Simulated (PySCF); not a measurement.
C2H7NSi2. Atoms are numbered in the order given.

```xyz
12

N      2.2771    -1.3142     0.8138
C      1.7177    -0.3003     0.8775
C      0.9657     0.9435     0.9026
Si    -0.2939     1.0510    -0.5484
Si    -1.6756    -0.8507    -0.5446
H      1.6562     1.8014     0.8500
H      0.4159     1.0224     1.8553
H     -1.0830     2.3016    -0.3438
H      0.4686     1.1634    -1.8245
H     -2.2864    -1.0048     0.8091
H     -2.7631    -0.6841    -1.5526
H     -0.8752    -2.0642    -0.8686
```

Geometry: B3LYP-D3(BJ)/def2-SVP. This is a generated structure with no PubChem entry under its InChIKey; it may be hypothetical. The values are those of a single conformer.

These are PySCF with PBE/def2-TZVP values and carry that method's errors.

Atomic charges (e):

| atom | Mulliken | IAO | Löwdin |
|---|---|---|---|
| N1 | 0.04 | -0.25 | 0.06 |
| C2 | -0.27 | 0.13 | -0.25 |
| C3 | -0.22 | -0.56 | -0.37 |
| Si4 | 0.13 | 0.46 | 0.19 |
| Si5 | 0.02 | 0.25 | 0.11 |
| H6 | 0.16 | 0.19 | 0.17 |
| H7 | 0.16 | 0.19 | 0.17 |
| H8 | -0.01 | -0.09 | -0.02 |
| H9 | 0.00 | -0.09 | -0.01 |
| H10 | -0.01 | -0.08 | -0.02 |
| H11 | -0.01 | -0.08 | -0.02 |
| H12 | 0.02 | -0.07 | -0.02 |

Problem. Give the Mayer and Wiberg (Löwdin basis) orders of the bonds. (The exact figures need the calculation; the answer reports its results.)

Solution. 
```
bond     Mayer  Wiberg
-------  -----  ------
N1–C2     3.11    3.31
C2–C3     1.04    1.39
C3–Si4    0.93    1.08
Si4–Si5   0.97    1.16
C3–H6     0.91    0.81
C3–H7     0.91    0.81
Si4–H8    0.93    0.91
Si4–H9    0.93    0.92
Si5–H10   0.93    0.96
Si5–H11   0.94    0.96
Si5–H12   0.94    0.96
```
